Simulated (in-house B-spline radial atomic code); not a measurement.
The iodine ion I³⁺ is squeezed into an impenetrable sphere of radius R (the orbitals vanish at R). Level of theory: non-relativistic PBE, spin-polarised, spherical fractional occupations, point nucleus; calculated with an all-electron radial atomic-structure program (B-spline basis).

Energies in eV above the free ion in [Kr] 4d10 5s2 5p2:

| R (bohr) | highest level (eV) | [Kr] 4d10 5s2 5p2 | [Kr] 4d10 5s2 5p1 5d1 | [Kr] 4d10 5s1 5p3 | -dE/dV in [Kr] 4d10 5s2 5p2 (GPa) |
| --- | --- | --- | --- | --- | --- |
| 8.02 | -35 | 9.594e-05 | 14.99 | 7.624 | 0.00036 |
| 5.89 | -34.9 | 0.02826 | 15.22 | 7.655 | 0.179 |
| 5.31 | -34.8 | 0.121 | 15.59 | 7.759 | 0.91 |
| 4.36 | -34.1 | 1.17 | 17.9 | 8.931 | 12.3 |
| 3.45 | -30.1 | 9.062 | 29.4 | 17.55 | 144 |
| 3.05 | -24.9 | 21.78 | 45.32 | 31.19 | 442 |
| 2.44 | -3.78 | 85.37 | 117.5 | 98.03 | 2860 |
| 2.08 | 29.3 | 203.7 | 243.7 | 220.3 | 10300 |
| 1.77 | 91.5 | 464.7 | 512.7 | 486.1 | 35800 |
| 1.27 | 404 | 2207 | 2259 | 2235 | 409000 |

Q: Does [Kr] 4d10 5s2 5p1 5d1 fall below [Kr] 4d10 5s2 5p2 under compression?

A: No, it stays above over the whole range.

Q: Does [Kr] 4d10 5s1 5p3 fall below [Kr] 4d10 5s2 5p2 under compression?

A: No, it stays above over the whole range.

The highest level is first positive in the row R = 2.08 bohr, pushed up by confinement above the zero of the free ion's potential. Each configuration is held fixed and needn't be the lowest in the sphere.
